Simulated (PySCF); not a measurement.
Species: CH₃Br₂GaO (charge 0, singlet). 
Geometry from a B3LYP-D3(BJ)/def2-TZVP (Ansatz) optimisation:
SMILES: [Br][Ga]([O]C)[Br]
```xyz
8

C     -2.9323    -0.6762    -0.7658
O     -1.5964    -1.1654    -0.7337
Ga    -0.2093    -0.2436    -0.1323
Br    -0.4986     1.8834     0.6639
Br     1.8338    -1.2374    -0.1808
H     -3.0233     0.3418    -0.3767
H     -3.5657    -1.3349    -0.1674
H     -3.2893    -0.6870    -1.7981
```

Dispersion corrections to the total energy (kcal/mol) from the dftd3 and dftd4 libraries through PySCF: D3(BJ) without and D4 with the three-body term, each with the damping fitted for the functional named.

| functional | D3(BJ) | D4 |
|---|---|---|
| HF | -32.19 | -15.67 |
| CAM-B3LYP | -4.41 | -4.77 |
| revPBE | -10.01 | [?] |
| B2PLYP | -4.50 | -3.66 |
| TPSS | -5.87 | [?] |
| r2SCAN | -1.32 | -1.24 |
| B2GP-PLYP | -5.74 | [?] |

Problem. Some entries are withheld; supply them.

Solution. 
- revPBE, D4: -12.69
- TPSS, D4: -6.99
- B2GP-PLYP, D4: -2.32
